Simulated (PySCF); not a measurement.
Rows and methods have been separated. Pair them.

Compound: CH₇ClP₂Si.
Atom-mapped SMILES: `[PH2:1][SiH:2]([PH2:3])[CH2:4][Cl:5]` (hydrogens: H6, H7 on P1; H8 on Si2; H9, H10 on P3; H11, H12 on C4)

The closed-shell ground state was solved 7 times with PySCF (density fitting, gas phase), always with PBE0, in these basis sets: 6-311+G(2d,p), STO-3G, cc-pVDZ, cc-pVTZ, def2-SVP, def2-SVPD and pcSseg-0. Isolated species at its PBE0-D3(BJ)/def2-SVP geometry (one conformer only).

```json
{"row": "P", "total energy (Eh)": "-1472.3479", "HOMO (eV)": "-7.56", "LUMO (eV)": "-0.34", "dipole (D)": "3.14"}
{"row": "Q", "total energy (Eh)": "-1474.2209", "HOMO (eV)": "-7.41", "LUMO (eV)": "-0.28", "dipole (D)": "1.95"}
{"row": "R", "total energy (Eh)": "-1474.1984", "HOMO (eV)": "-7.44", "LUMO (eV)": "-0.52", "dipole (D)": "2.00"}
{"row": "S", "total energy (Eh)": "-1473.6637", "HOMO (eV)": "-7.37", "LUMO (eV)": "0.01", "dipole (D)": "2.04"}
{"row": "T", "total energy (Eh)": "-1457.6331", "HOMO (eV)": "-4.39", "LUMO (eV)": "4.51", "dipole (D)": "2.82"}
{"row": "U", "total energy (Eh)": "-1474.1487", "HOMO (eV)": "-7.34", "LUMO (eV)": "-0.04", "dipole (D)": "2.03"}
{"row": "V", "total energy (Eh)": "-1473.6840", "HOMO (eV)": "-7.42", "LUMO (eV)": "-0.38", "dipole (D)": "2.00"}
```

Q: Which basis belongs to which row?

A: P = pcSseg-0, Q = cc-pVTZ, R = 6-311+G(2d,p), S = def2-SVP, T = STO-3G, U = cc-pVDZ, V = def2-SVPD. From the lowest total energy up: cc-pVTZ (264 functions) 0 eV; 6-311+G(2d,p) (209 functions) +0.61 eV; cc-pVDZ (121 functions) +1.96 eV; def2-SVPD (175 functions) +14.61 eV; def2-SVP (121 functions) +15.16 eV; pcSseg-0 (75 functions) +50.97 eV; STO-3G (48 functions) +451.38 eV.

Shape of the structure used: `[PH2:1][SiH:2]([PH2:3])[CH2:4][Cl:5]`: P1–Si2–C4–Cl5 -58°, H–P1–Si2–P3 168°, H–P1–Si2–P3 75°, H–P3–Si2–P1 -51°, H–P3–Si2–P1 43°.
